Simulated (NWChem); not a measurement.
Species: CH6BFO2Si; SMILES OB(O)C[SiH2]F

```xyz
12

Si    -0.0001     1.3019    -0.4567
F      0.0001     2.7596     0.2502
C      0.0033    -0.0503     0.8424
B      0.0001    -1.4991     0.1832
O     -1.1540    -2.1567    -0.1474
O      1.1510    -2.1610    -0.1497
H      1.2151     1.2088    -1.3087
H     -1.2193     1.2063    -1.3027
H     -0.8765     0.0981     1.4840
H      0.8854     0.0969     1.4807
H     -1.9465    -1.6633     0.0998
H      1.9460    -1.6707     0.0956
```
Atoms are numbered in this order, from 1.

The geometry was optimised at B3LYP/6-31G* (spherical d).

List the 4 lowest vertical singlet excitations from B3LYP/def2-SVP, TDA (NWChem).


| state | energy (eV) | oscillator strength | leading excitation (squared amplitude) |
|---|---|---|---|
| S1 | 7.65 | 0.006 | HOMO → LUMO (0.97) |
| S2 | 7.91 | 0.007 | HOMO−1 → LUMO (0.77) |
| S3 | 8.17 | 0.072 | HOMO → LUMO+1 (0.95) |
| S4 | 8.25 | 0.002 | HOMO−3 → LUMO (0.88) |
